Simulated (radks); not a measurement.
Results of a calculation; reference values are marked as such.
Q: Ge3+, 29 electrons, occupied as [Ar] 3d10 4s1. Code: a radial shooting solver on a logarithmic mesh with Libxc functionals. Model: Dirac Kohn-Sham, revPBE, spin-unpolarised, spherical densities, point nucleus.

Spin-orbit splittings of the eigenvalues, e(l+1/2) - e(l-1/2), with zeta = 2 splitting/(2l+1) and mean radii in bohr:

shell  occ.  splitting (eV)  zeta (eV)  <r> j=l-1/2  <r> j=l+1/2
2p        6           31.88      21.25       0.1812       0.1848
3p        6               ?          ?       0.6392       0.6498
3d       10          0.5922     0.2369       0.7214       0.7262
4p        0          0.3779     0.2519        2.145        2.171

Estimate the 3p splitting.

A: 4.274 eV (zeta = 2.850 eV).
